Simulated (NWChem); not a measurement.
Molecule: CdH2SeO; SMILES [SeH][Cd][OH]

```xyz
5

Cd    -0.0030     0.7326    -0.0023
O     -0.0282     2.7020    -0.0678
H     -0.0200     3.0871     0.8161
Se    -0.0309    -1.7087    -0.0044
H      1.4409    -1.7699    -0.0124
```
Atoms are numbered in this order, from 1.

Program: NWChem. Coordinates come from a PBE0/def2-SVP (def2 core potentials past Kr) optimisation.

For level TPSS/STO-3G, non-relativistic:

```
Quantity                     Value
---------------------------  -----
highest occupied level (eV)  -1.84
orbital gap (eV)              5.10
dipole (D)                    2.13
```

Question: What are these values for level TPSS/3-21G, non-relativistic?

Answer: 
| Item | Value |
|---|---|
| highest occupied level (eV) | -5.68 |
| orbital gap (eV) | 3.75 |
| dipole (D) | 1.82 |
